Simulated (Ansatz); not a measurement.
Coupled-cluster run, CH6FGeNSi (`N=C[SiH2][GeH2][F]`).

```yaml
crystal:
  periodic: [false, false, false]
  atoms:
    - {symbol: N, position_ang: [-1.669097, 0.272421, 1.469395]}
    - {symbol: C, position_ang: [-0.429515, 0.176368, 1.713957]}
    - {symbol: Si, position_ang: [0.939741, -0.350449, 0.506952]}
    - {symbol: Ge, position_ang: [0.219708, 0.149025, -1.715415]}
    - {symbol: F, position_ang: [-1.488915, -0.275689, -1.710962]}
    - {symbol: H, position_ang: [-1.895071, 0.045390, 0.498167]}
    - {symbol: H, position_ang: [-0.120667, 0.410094, 2.741451]}
    - {symbol: H, position_ang: [2.205371, 0.376315, 0.799355]}
    - {symbol: H, position_ang: [1.198626, -1.809707, 0.634276]}
    - {symbol: H, position_ang: [0.848293, -0.693880, -2.837504]}
    - {symbol: H, position_ang: [0.256825, 1.643111, -2.079070]}
basis:
  gaussian: {orbitals: def2-TZVPP}
correlation: {method: ccsd_t}
output: {orbitals: {seedname: orbitals}}
```

```sh
$ ansatz run in.yaml --threads 4 --pin off --events-out ev --progress --plain --max-ram 10444MiB
```

The program prints (abridged):

```
Functional definition: HF
1616 factors; integrals over basis functions are off by at most 8.8e-4 eV
mean field evaluation 1: about -69647.0071 eV, gradient 4.2e1 eV
mean field evaluation 2: about -69647.2512 eV, gradient 4.2e1 eV
mean field evaluation 4: about -69651.5497 eV, gradient 4.2e0 eV
mean field evaluation 8: about -69651.6456 eV, gradient 4.0e-1 eV
mean field evaluation 16: about -69651.6472 eV, gradient 1.3e-6 eV
mean field -69651.64722371 eV, -2559.6508238891 hartree, gradient 1.3e-6 eV, S^2 0.000000; 0 other end points of the search recorded, 0 dependent functions left out; unrestricted orbitals would lower it
17 core orbitals not correlated: weight in the atoms' cores, before any rotation towards them, 1.000 or more for the frozen orbitals, at most 0.000 for the correlated occupied ones
reference -69651.64722371 eV, -2559.6508238891 hartree; 20, 20 occupied and 230, 230 virtual orbitals, 1616 factors
second order -26.94486593 eV of doubles, -0.00000000 eV of singles
cycle   1  -27.03671635 eV  change   -9.2e-2 eV  update   1.3e-1
cycle   2  -27.82540490 eV  change   -7.9e-1 eV  update   4.0e-2
cycle   3  -27.99488073 eV  change   -1.7e-1 eV  update   2.1e-2
cycle   4  -27.97841221 eV  change    1.6e-2 eV  update   5.3e-3
cycle   5  -27.97673679 eV  change    1.7e-3 eV  update   2.3e-3
cycle   6  -27.97818713 eV  change   -1.5e-3 eV  update   6.7e-4
cycle   7  -27.97795186 eV  change    2.4e-4 eV  update   2.9e-4
cycle   8  -27.97781735 eV  change    1.3e-4 eV  update   1.1e-4
cycle   9  -27.97785335 eV  change   -3.6e-5 eV  update   4.9e-5
perturbative correction -1.08382849 eV, -0.0398299624 hartree
Total energy: -69680.70890555 eV, -2560.7188209981 hartree
```

Run time 70 s (4 threads of an Intel Xeon 6975P-C on a shared host); peak host memory 7.5 GiB.

The correlation energy is -29.062 eV, 3.7 % of it from (T); the T1 diagnostic reads 0.0130.
